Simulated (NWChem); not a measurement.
All runs are NWChem calculations. System: CH3BrOSn, charge 0, spin multiplicity 1, displaced from the optimised geometry. The structure started from a generated list of species. Level: PBE/def2-SVP with def2 effective core potentials on Sn.

Part of the output:

```
             Northwest Computational Chemistry Package (NWChem) 7.3.0
             --------------------------------------------------------

                                NWChem Input Module
                                -------------------

 Scaling coordinates for geometry "geometry" by  1.889725989
 (inverse scale =  0.529177249)

                             Geometry "geometry" -> ""
                             -------------------------

 Output coordinates in angstroms (scale by  1.889725989 to convert to a.u.)

  No.       Tag          Charge          X              Y              Z
 ---- ---------------- ---------- -------------- -------------- --------------
    1 Sn                  50.0000     0.42646400    -0.17550400     0.91910700
    2 Br                  35.0000    -1.28332300     0.93893800    -0.71660700
    3 O                    8.0000     1.44951600    -1.30352200    -0.41260700
    4 C                    6.0000     1.33921100    -1.49579700    -1.81914600
    5 H                    1.0000     0.52064500    -0.87701000    -2.28642600
    6 H                    1.0000     2.31075600    -1.22799700    -2.32404400
    7 H                    1.0000     1.13028400    -2.57965000    -2.04791900

 Effective nuclear repulsion energy (a.u.)     649.4272405016

            Nuclear Dipole moment (a.u.)
            ----------------------------
        X                 Y               Z
 ---------------- ---------------- ----------------
    -0.0000491329     0.0000283459    -0.0000302356


 Summary of "ao basis" -> "" (spherical)
 ------------------------------------------------------------------------------
       Tag                 Description            Shells   Functions and Types
 ---------------- ------------------------------  ------  ---------------------
 *                          def2-svp                  on all atoms

 Summary of "ao basis" -> "ao basis" (spherical)
 ------------------------------------------------------------------------------
       Tag                 Description            Shells   Functions and Types
 ---------------- ------------------------------  ------  ---------------------
 Sn                         def2-svp                10       26   4s4p2d
 Br                         def2-svp                12       32   5s4p3d
 O                          def2-svp                 6       14   3s2p1d
 C                          def2-svp                 6       14   3s2p1d
 H                          def2-svp                 3        5   2s1p

 Summary of "ao basis" -> "ao basis" (spherical)
 ------------------------------------------------------------------------------
       Tag                 Description            Shells   Functions and Types
 ---------------- ------------------------------  ------  ---------------------
 Sn                         def2-svp                10       26   4s4p2d
 Br                         def2-svp                12       32   5s4p3d
 O                          def2-svp                 6       14   3s2p1d
 C                          def2-svp                 6       14   3s2p1d
 H                          def2-svp                 3        5   2s1p

            General Information
            -------------------
          SCF calculation type: DFT
          Wavefunction type:  closed shell.
          No. of atoms     :     7
          No. of electrons :    74
           Alpha electrons :    37
            Beta electrons :    37
          Charge           :     0
          Spin multiplicity:     1
          Use of symmetry is: off; symmetry adaption is: off
          Maximum number of iterations: 100
          AO basis - number of functions:   101
                     number of shells:    43
          Convergence on energy requested:  1.00D-06
          Convergence on density requested:  1.00D-05
          Convergence on gradient requested:  5.00D-04

              XC Information
              --------------
          PerdewBurkeErnzerhof Exchange Functional  1.000
            Perdew 1991 LDA Correlation Functional  1.000 local
           PerdewBurkeErnz. Correlation Functional  1.000 non-local

             Grid Information
             ----------------
[...]
   Bfn.  Coefficient  Atom+Function         Bfn.  Coefficient  Atom+Function
  ----- ------------  ---------------      ----- ------------  ---------------
    63      0.353588  3 O  py                62      0.314773  3 O  px
    66      0.270997  3 O  py                42     -0.254851  2 Br py
    65      0.240959  3 O  px                39     -0.210966  2 Br py
    41     -0.203819  2 Br px                92     -0.177418  6 H  s
    97      0.176231  7 H  s                 38     -0.168431  2 Br px

 Vector   38  Occ=0.000000D+00  E=-1.181367D-01
              MO Center=  4.1D-01, -2.0D-01,  7.2D-01, r^2= 3.8D+00
   Bfn.  Coefficient  Atom+Function         Bfn.  Coefficient  Atom+Function
  ----- ------------  ---------------      ----- ------------  ---------------
    12      0.430485  1 Sn py                15      0.396508  1 Sn py
    11      0.363211  1 Sn px                14      0.334343  1 Sn px
    63     -0.184981  3 O  py                42     -0.166551  2 Br py
    66     -0.157313  3 O  py                62     -0.156028  3 O  px
    41     -0.140413  2 Br px                65     -0.132715  3 O  px

 Vector   39  Occ=0.000000D+00  E=-5.174087D-02
              MO Center=  2.9D-01, -8.1D-02,  8.1D-01, r^2= 4.8D+00
   Bfn.  Coefficient  Atom+Function         Bfn.  Coefficient  Atom+Function
  ----- ------------  ---------------      ----- ------------  ---------------
    14      0.546357  1 Sn px                11      0.397400  1 Sn px
    15     -0.393589  1 Sn py                43      0.341274  2 Br pz
    16      0.335716  1 Sn pz                31      0.304340  2 Br s
    12     -0.293741  1 Sn py                41      0.290832  2 Br px
    61     -0.208036  3 O  s                 13      0.206870  1 Sn pz

 Vector   40  Occ=0.000000D+00  E=-3.178428D-02
              MO Center=  3.5D-01, -1.5D-01,  7.2D-01, r^2= 4.6D+00
   Bfn.  Coefficient  Atom+Function         Bfn.  Coefficient  Atom+Function
  ----- ------------  ---------------      ----- ------------  ---------------
    16      0.700802  1 Sn pz                61      0.454318  3 O  s
    13      0.376518  1 Sn pz                 3     -0.363876  1 Sn s
    15      0.327415  1 Sn py                14     -0.222295  1 Sn px
    41      0.207031  2 Br px                42     -0.178375  2 Br py
    60      0.166560  3 O  s                 62     -0.167137  3 O  px

 center of mass
 --------------
 x =  -0.07456709 y =   0.08938264 z =   0.13176241

 moments of inertia (a.u.)
 ------------------
        1190.955194112552         589.984227559900        -259.229247071090
         589.984227559900        1470.106876105602          78.805632655845
        -259.229247071090          78.805632655845        1254.787455385704

     Multipole analysis of the density
     ---------------------------------

     L   x y z        total         alpha         beta         nuclear
     -   - - -        -----         -----         ----         -------
     0   0 0 0     -0.000000    -37.000000    -37.000000     74.000000

     1   1 0 0      0.434537     11.499895     11.499895    -22.565252
     1   0 1 0     -0.258844     -4.772599     -4.772599      9.286354
     1   0 0 1      0.551832     24.591977     24.591977    -48.632121

     2   2 0 0    -42.373651   -192.778603   -192.778603    343.183556
     2   1 1 0      2.532939    139.047281    139.047281   -275.561623
     2   1 0 1     -1.123544    -22.940170    -22.940170     44.756796
     2   0 2 0    -40.996821   -140.992053   -140.992053    240.987284
     2   0 1 1      1.157169     -5.979214     -5.979214     13.115598
     2   0 0 2    -38.074921   -148.664721   -148.664721    259.254521

            General Information
            -------------------
          SCF calculation type: DFT
          Wavefunction type:  closed shell.
          No. of atoms     :     7
          No. of electrons :    74
           Alpha electrons :    37
            Beta electrons :    37
          Charge           :     0
          Spin multiplicity:     1
          Use of symmetry is: off; symmetry adaption is: off
          Maximum number of iterations: 100
          AO basis - number of functions:   101
                     number of shells:    43
          Convergence on energy requested:  1.00D-06
          Convergence on density requested:  1.00D-05
          Convergence on gradient requested:  5.00D-04

              XC Information
              --------------
          PerdewBurkeErnzerhof Exchange Functional  1.000
            Perdew 1991 LDA Correlation Functional  1.000 local
           PerdewBurkeErnz. Correlation Functional  1.000 non-local

             Grid Information
             ----------------
          Grid used for XC integration:  medium
          Radial quadrature: Mura-Knowles
          Angular quadrature: Lebedev.
          Tag              B.-S. Rad. Rad. Pts. Rad. Cut. Ang. Pts.
          ---              ---------- --------- --------- ---------
          Sn                  1.45      123          11.0       590
          Br                  1.15      112          11.0       590
          O                   0.60       49          10.0       434
          C                   0.70       49          11.0       434
          H                   0.35       45          12.0       434
          Grid pruning is: on
          Number of quadrature shells:   468
          Spatial weights used:  Erf1

          Convergence Information
          -----------------------
          Convergence aids based upon iterative change in
          total energy or number of iterations.
          Levelshifting, if invoked, occurs when the
          HOMO/LUMO gap drops below (HL_TOL):  1.00D-02
          DIIS, if invoked, will attempt to extrapolate
          using up to (NFOCK): 10 stored Fock matrices.

                    Damping( 0%)  Levelshifting(0.5)       DIIS
                  --------------- ------------------- ---------------
          dE  on:    start            ASAP                start
          dE off:    2 iters        100 iters           100 iters

      Screening Tolerance Information
      -------------------------------
          Density screening/tol_rho:  1.00D-10
          AO Gaussian exp screening on grid/accAOfunc:  14
          CD Gaussian exp screening on grid/accCDfunc:  20
          XC Gaussian exp screening on grid/accXCfunc:  20
          Schwarz screening/accCoul:  1.00D-08

                            NWChem DFT Gradient Module
                            --------------------------

  charge          =   0.00
  wavefunction    = closed shell

                         DFT ENERGY GRADIENTS

    atom               coordinates                        gradient
                 x          y          z           x          y          z
   1 Sn      0.805900  -0.331654   1.736860    0.001725  -0.000086   0.007010
   2 Br     -2.425129   1.774336  -1.354191   -0.002799   0.001732  -0.003140
   3 O       2.739188  -2.463299  -0.779714    0.000404   0.001249   0.007403
   4 C       2.530742  -2.826646  -3.437687    0.001392  -0.001428  -0.000938
   5 H       0.983876  -1.657309  -4.320719   -0.005560   0.004149  -0.003598
   6 H       4.366696  -2.320578  -4.391806    0.006502   0.001858  -0.004325
   7 H       2.135927  -4.874832  -3.870006   -0.001664  -0.007473  -0.002413

                 ----------------------------------------
                 |  Time  |  1-e(secs)   |  2-e(secs)   |
                 ----------------------------------------
                 |  CPU   |       0.07   |      14.45   |
                 ----------------------------------------
                 |  WALL  |       0.07   |      14.45   |
                 ----------------------------------------

 Task  times  cpu:       38.3s     wall:       38.3s

 Total times  cpu:       38.3s     wall:       38.3s
```

**Question.** Write an NWChem input that would produce this output.

**Answer.** This is not unique; one that fits is 
```
start mol
memory heap 200 mb stack 800 mb global 1000 mb
geometry units angstroms nocenter noautoz noautosym
  Sn     0.426464    -0.175504     0.919107
  Br    -1.283323     0.938938    -0.716607
  O      1.449516    -1.303522    -0.412607
  C      1.339211    -1.495797    -1.819146
  H      0.520645    -0.877010    -2.286426
  H      2.310756    -1.227997    -2.324044
  H      1.130284    -2.579650    -2.047919
end
basis spherical
  * library def2-svp
end
ecp
  Sn library def2-ecp
end
dft
  xc xpbe96 cpbe96
  semidirect memsize 60000000 filesize 0
  iterations 100
  vectors input hcore
end
task dft gradient
```
